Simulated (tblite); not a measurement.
Compound: C₈H₇ (charge +1).
Bonds: C1–C2 (triple), C2–C3, C3–C4, C4–C5 (double), C5–C6, C3–C7, C7–C8, C3–C8, C4–C6. Hydrogens: H9 on C1; H10 on C5; H11 on C6; H12, H13 on C7; H14, H15 on C8.
Bond orders are those of one Lewis drawing.

Computed with GFN2-xTB (tblite), gas phase: Langevin dynamics at 300 K from the optimised GFN2-xTB geometry, time step 0.5 fs, friction 0.01 fs⁻¹, 2000 steps. The instantaneous temperature is 2·E(kin)/(3Nk) with all 3N coordinates.

```
t (fs)  T (K)  E(pot) above start (eV)  C1≡C2 (Å)  C2–C3 (Å)  C3–C4 (Å)  C4–C5 (Å)  C5–C6 (Å)  C1–H9 (Å)  C2–C3–C4–C5 (°)
     0    239                    0.000      1.198      1.435      1.393      1.408      1.352      1.051               -1
    25    202                    0.240      1.208      1.423      1.426      1.444      1.368      1.062               -2
    50    238                    0.248      1.195      1.419      1.385      1.408      1.395      1.054                3
    75    175                    0.312      1.195      1.475      1.411      1.378      1.383      1.062               20
   100    136                    0.347      1.206      1.444      1.421      1.381      1.370      1.030              -10
   125    247                    0.286      1.196      1.429      1.379      1.404      1.356      1.089               11
   150    225                    0.437      1.196      1.439      1.381      1.416      1.330      1.030               10
   175    198                    0.326      1.192      1.397      1.394      1.428      1.332      1.083              -17
   200    188                    0.286      1.195      1.413      1.414      1.424      1.346      1.040               13
   225    222                    0.330      1.190      1.409      1.432      1.383      1.357      1.074              -15
   250    241                    0.407      1.197      1.398      1.379      1.378      1.363      1.041                1
   275    309                    0.505      1.187      1.430      1.419      1.436      1.352      1.060               -4
   300    262                    0.452      1.211      1.406      1.400      1.428      1.348      1.050              -10
   325    233                    0.431      1.198      1.449      1.381      1.419      1.325      1.057                3
   350    314                    0.401      1.200      1.491      1.380      1.391      1.367      1.056               -5
   375    304                    0.461      1.206      1.472      1.370      1.385      1.344      1.059              -13
   400    374                    0.525      1.201      1.436      1.419      1.408      1.326      1.041              -12
   425    300                    0.685      1.196      1.496      1.362      1.465      1.361      1.070               -8
   450    419                    0.442      1.202      1.429      1.408      1.444      1.317      1.070               -1
   475    393                    0.582      1.194      1.410      1.405      1.440      1.312      1.042               -8
   500    238                    0.591      1.209      1.441      1.367      1.427      1.356      1.077                6
   525    357                    0.517      1.201      1.464      1.452      1.388      1.338      1.040               24
   550    386                    0.466      1.193      1.455      1.436      1.386      1.373      1.069               17
   575    239                    0.770      1.214      1.444      1.381      1.422      1.412      1.026               -6
   600    385                    0.462      1.205      1.450      1.387      1.370      1.366      1.083               -1
   625    360                    0.499      1.200      1.450      1.425      1.423      1.391      1.035               -9
   650    360                    0.430      1.195      1.456      1.446      1.422      1.379      1.055               11
   675    308                    0.630      1.215      1.396      1.362      1.385      1.368      1.036              -16
   700    334                    0.690      1.214      1.484      1.405      1.446      1.374      1.076              -11
   725    409                    0.581      1.184      1.438      1.459      1.403      1.348      1.017               10
   750    397                    0.563      1.206      1.458      1.371      1.398      1.352      1.089              -11
   775    326                    0.603      1.215      1.453      1.408      1.400      1.345      1.050               13
   800    329                    0.349      1.198      1.445      1.372      1.416      1.333      1.050                4
   825    278                    0.437      1.199      1.501      1.393      1.429      1.330      1.082               -1
   850    274                    0.620      1.212      1.377      1.353      1.428      1.366      0.994               13
   875    147                    0.800      1.183      1.430      1.422      1.426      1.347      1.129               14
   900    306                    0.542      1.216      1.402      1.401      1.379      1.366      0.999               -1
   925    326                    0.678      1.212      1.474      1.445      1.399      1.371      1.106               22
   950    311                    0.605      1.194      1.447      1.403      1.419      1.355      1.016               -3
   975    288                    0.519      1.196      1.408      1.364      1.416      1.370      1.068                5
  1000    274                    0.687      1.230      1.519      1.420      1.434      1.372      1.046               -9
```

**Question.** From 500 fs on, how do temperature and potential energy compare with equipartition?

**Answer.** The mean temperature of these 21 frames is 316 K against the target 300 K, and the mean potential energy 0.57 eV against 39 × kT/2 = 0.50 eV for 39 classical harmonic modes. For 15 atoms in a canonical ensemble the temperature itself scatters by T·√(2/(3N)) = 63 K; here its standard deviation is 61 K. The whole run lasts only 10 friction times of 100 fs, so these averages carry a wide statistical error.

**Question.** What are the kinetic and total energies of the listed frame with the highest potential energy?

**Answer.** The one at 875 fs, 0.800 eV above the start. Its kinetic energy is 3NkT/2 = 0.284 eV at 147 K, so the sum is 1.08 eV; over the listed frames the sum runs from 0.46 to 1.37 eV, since the thermostat adds and removes energy.

**Question.** How much do the listed bonds fluctuate from 500 fs on?

**Answer.** 
| bond | at the start (Å) | mean (Å) | standard deviation (Å) |
| --- | --- | --- | --- |
| C1≡C2 | 1.198 | 1.204 | 0.011 |
| C2–C3 | 1.435 | 1.447 | 0.033 |
| C3–C4 | 1.393 | 1.403 | 0.032 |
| C4–C5 | 1.408 | 1.410 | 0.020 |
| C5–C6 | 1.352 | 1.363 | 0.019 |
| C1–H9 | 1.051 | 1.054 | 0.034 |

The motion is classical and holds no zero-point motion.

What follows is the cost of the whole dynamics run. Time: 11 s; peak memory 0.18 GiB. Hardware: one thread, Intel Xeon Platinum 8488C (x86_64), shared host with 96 logical CPUs at a one-minute load of 63.
